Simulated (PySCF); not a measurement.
F4S, SMILES S(F)(F)(F)F.

The structure is a stationary point at PBE0-D3(BJ)/def2-SVP.

All values below come from PBE0-D3(BJ)/def2-SVP in PySCF.

Frequencies are harmonic and unscaled.

Problem. Estimate the vibrational spectrum. (Estimate from the structure and the level; the computed values follow.)

Solution. 
```tsv
mode	ν (cm⁻¹)	IR (km/mol)	Raman (Å⁴/amu)	depolarisation	moving atoms (share of kinetic energy)
1	217	0.5	0.4	0.74	F 100 %
2	346	12.1	0.2	0.75	F 78 %, S 22 %
3	449	0.0	1.4	0.75	F 100 %
4	517	26.5	1.3	0.37	F 75 %, S 25 %
5	518	4.4	0.8	0.75	F 93 %
6	602	3.6	9.2	0.47	F 99 %
7	834	582.7	1.3	0.75	S 60 %, F 40 %
8	886	167.0	4.7	0.75	F 58 %, S 42 %
9	907	123.4	11.1	0.00	F 56 %, S 44 %
```
